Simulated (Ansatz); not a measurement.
**One elementary step**

Start structure (C2H5I, closed shell), relaxed at PBE0-D4/def2-TZVP:

I1  (0.140, -2.386, 0.100)
C2  (0.635, -0.295, 0.078)
H3  (1.152, -0.124, 1.020)
H4  (1.340, -0.185, -0.743)
C5  (-0.586, 0.573, -0.083)
H6  (-0.285, 1.626, -0.088)
H7  (-1.105, 0.364, -1.020)
H8  (-1.291, 0.427, 0.737)
(Å)

The step: C₂H₅I (CCI) → C₂H₄ (C=C) + HI; bonds formed: I1–H8; bonds broken: I1–C2, C5–H8. Ansatz 0.2.0; basis: def2-TZVPP and def2-QZVPP; cores frozen in the correlated methods. Filled d shells of the heavier atoms are correlated. Core potentials replace the inner electrons of the atoms past krypton. The def2 sets are not built for correlating such inner shells, so the correlated values are less sure here. Extrapolation: Hartree–Fock as exp(−7.88 √X), correlation as X^−2.97. Energies below are by CCSD(T) at an estimated basis limit (MP2 extrapolated from triple and quadruple zeta, plus CCSD(T) − MP2 in triple zeta).

Task: What are the electronic barrier and the energy of the step, from the start structure to the end structure? (An estimate is asked for; the value comes from the calculation.)

Result: Computed: Barrier 60.26 kcal/mol; step energy 24.33 kcal/mol (uphill); reverse barrier, their difference, 35.94 kcal/mol. Barrier and step energy count from the start structure, the reverse barrier from the end structure.

The saddle point: One imaginary mode of 1377i cm⁻¹.
```
 pair  start (Å)  saddle (Å)  end (Å)
I1–H8       3.22        2.14     1.62
I1–C2       2.15        3.05     4.10
C5–H8       1.09        1.25     2.52
```

Zero-point energy (harmonic, PBE0-D4): ZPE is 41.16 kcal/mol at the start and 36.07 kcal/mol at the saddle, so the barrier goes from 60.26 to 55.17 kcal/mol.

First-order rate constant out of the start structure at 698 K by transition-state theory, with harmonic vibrational free energies alone and no tunnelling: ΔA‡ = 54.22 kcal/mol, so k = (kB T/h) exp(−ΔA‡/kB T) ≈ 10^-4 s⁻¹ (an order of magnitude at best: rotation, the number of equivalent paths and anharmonicity are left out).

T1 diagnostic: at most 0.031. The T1 diagnostic is large here, which may signal multireference character or strong orbital relaxation, so CCSD(T) is less sure.

For scale, one of the runs: CCSD(T)/def2-TZVPP, 182 basis functions (an equivalent command: `ansatz run in.yaml --threads 4`). Hardware: 4 CPU threads, shared host. Wall time 52 s; peak host memory 2.1 GiB.
